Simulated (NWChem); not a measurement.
Species: TeClF; SMILES [Te](Cl)F

def2 effective core potentials on Te; no spin-orbit coupling.

**Question.** Give the equilibrium geometry at PBE0/def2-SVP with def2 effective core potentials on Te (NWChem) as a list of bonds and angles, with the point group.

**Answer.** point group Cs; any orientation.
Bond lengths (Å): Te1–F2 1.934, Te1–Cl3 2.350. Bond angles (°): F2–Te1–Cl3 98.4.
